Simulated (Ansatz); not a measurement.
`[CH3][In]([Cl])[Cl]` and `[SiH3][O][In]([Cl])[Cl]` differ in one atom or group.

Ansatz, PBE0-D4/def2-TZVP geometries, multiplicity 1. Each molecule was computed in one conformer, which needn't be the lowest.

Elements past krypton have def2 core potentials.

```csv
property,`[CH3][In]([Cl])[Cl]`
size of the dipole moment (PBE/def2-TZVPP) / D,3.62
LUMO energy (B3LYP/def2-TZVPP) / eV,-1.94
HOMO energy (PBE0/def2-TZVPP) / eV,-8.53
LUMO energy (ωB97M-V/def2-TZVPP) / eV,0.05
size of the dipole moment (B3LYP/def2-TZVPP) / D,3.70
HOMO energy (PBE/def2-TZVPP) / eV,-7.24
```

Problem. What does the change do to each property? (Estimate.)

Solution. Computed: 
| property | `[SiH3][O][In]([Cl])[Cl]` | shift |
| --- | --- | --- |
| size of the dipole moment (PBE/def2-TZVPP) / D | 0.26 | -3.36 |
| LUMO energy (B3LYP/def2-TZVPP) / eV | -3.05 | -1.11 |
| HOMO energy (PBE0/def2-TZVPP) / eV | -8.81 | -0.28 |
| LUMO energy (ωB97M-V/def2-TZVPP) / eV | -0.79 | -0.84 |
| size of the dipole moment (B3LYP/def2-TZVPP) / D | 0.28 | -3.42 |
| HOMO energy (PBE/def2-TZVPP) / eV | -7.40 | -0.16 |

With PBE0 the HOMO falls by 0.28 eV and the LUMO falls by 1.12 eV, so the gap narrows by about 0.84 eV. PBE moves the HOMO by -0.16 eV and ωB97M-V by -0.42 eV. Dipoles are sizes alone; their direction can turn.

B3LYP here is the variant with VWN-RPA as its local correlation; programs differ in this.
